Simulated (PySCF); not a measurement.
C2H6NO, SMILES CC(N)=[OH+], charge +1. The structure is a stationary point at B3LYP-D3(BJ)/def2-SVP. The isomer is the one that the SMILES or the coordinates give; other isomers of the formula were not compared. Other conformers were not sampled.

Computed equilibrium geometry at B3LYP-D3(BJ)/def2-SVP (PySCF confirms it by a frequency run) as a Z-matrix, and its point group (one conformer of several):
point group Cs.
```
C
O 1 1.2992
H 2 0.9733 1 113.82
N 1 1.3049 2 115.86 3 180.00
H 4 1.0169 1 121.30 2 180.00
H 4 1.0216 5 118.27 1 180.00
C 1 1.4866 2 121.59 3 0.00
H 7 1.0969 1 112.20 2 180.00
H 7 1.1031 8 109.04 1 -121.20
H 7 1.1031 8 109.04 9 -117.61
```
Charge +1, spin multiplicity 1.
